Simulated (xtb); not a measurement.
TiF₃, SMILES [F][Ti+]([F])[F], charge +1, multiplicity 1. All values are semi-empirical tight-binding results from xtb (GFN2-xTB unless named), good for trends rather than for accurate numbers. Coordinates come from a GFN2-xTB optimisation. The multiplicity is an assumed one; other spin states were not compared. The isomer is the one that the SMILES or the coordinates give; other isomers of the formula were not compared.

For metal compounds this method's bond lengths and energies can be far off.

Q: Estimate the properties. (The exact figures need the calculation; the answer reports its results.)

A: 
```
Quantity                                        Value
-------------------------------------  --------------
point group as xtb finds it                       C3v
orbital gap                                   3.82 eV
zero-point energy                        3.6 kcal/mol
G − E(el) at 298.15 K (modified RRHO)  -13.7 kcal/mol
```
